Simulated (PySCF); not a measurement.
Peak assignment

Numbering as in the mapped SMILES `[CH3:1][C:2]#[C:3][SiH2:4][O:5][C@@H:6]1[CH2:7][C@H:8]([F:9])[O:10]1`; H(Xn) means a hydrogen on atom n. Ha(C7) is cis to O5 on the ring; Ha(Si4) is pro-R; Hb(Si4) is pro-S; Hb(C7) is trans to O5 on the ring.

PySCF calculation with geometry: GFN2-xTB and PBE0/pcSseg-1 with gauge-including orbitals; one averaged value for each set of equivalent atoms, no solvent, relativity neglected, single conformer.

Chemical shifts δ = σref − σ; ¹³C, ¹H against TMS, all at this level.

(1) Assign these signals to the numbered atoms. ¹³C{¹H} NMR (computed): δ 111.9 (C), 109.7 (CH), 96.3 (CH), 84.2 (C), 44.6 (CH2), 5.9 (CH3).

(2) Assign these signals to the numbered atoms. ¹H NMR (300 MHz, computed): δ 5.97 (m, 1H), 5.79 (m, 1H), 5.38 (d, 1H), 5.15 (d, 1H), 3.09 (m, 1H), 2.54 (m, 1H), 2.08 (s, 3H).

Answers

(1) 
111.9 → C2, alkyne carbon
109.7 → C8, sp3 CH bonded to F and O: 2 electronegative neighbours deshield it
96.3 → C6, sp3 carbon bearing two oxygens: 2 electronegative neighbours deshield it
84.2 → C3, alkyne carbon: the triple bond shields along its axis, which puts it between sp3 and sp2 carbons
44.6 → C7, sp3 CH2 in a ring: saturated and bonded to C and H only
5.9 → C1, propargylic methyl carbon: saturated and bonded to C and H only

(2) 
5.97 → H(C8), hydrogen on an sp3 CH bonded to F and O: its carbon carries F and O, which withdraws density
5.79 → H(C6), hydrogen on an sp3 carbon bearing two oxygens: its carbon carries O, hence the downfield position
5.38 → Ha(Si4), hydrogen on a silicon bonded to C, O
5.15 → Hb(Si4), hydrogen on a silicon bonded to C, O
3.09 → Hb(C7), hydrogen on an sp3 CH2 in a ring
2.54 → Ha(C7), hydrogen on an sp3 CH2 in a ring
2.08 → H(C1), hydrogen on a propargylic methyl carbon

Splittings by ¹⁹F in the carbon and heteronuclear signals aren't shown, as no couplings were computed. Shifts are as computed. Against solution values, carbons near 30 ppm lie about +3 ppm off and those near 130 ppm about +5 ppm. Of 1309 compounds with measured shifts, 239 miss one by over three times the rms of a fit or turn the order of signals round; such compounds aren't used in these exercises. No couplings were computed; multiplicities are counted from neighbouring protons, with m where these are inequivalent, close in shift, in a saturated or five-membered ring or joined by F or P, and br s for small geminal =CH2 splittings.
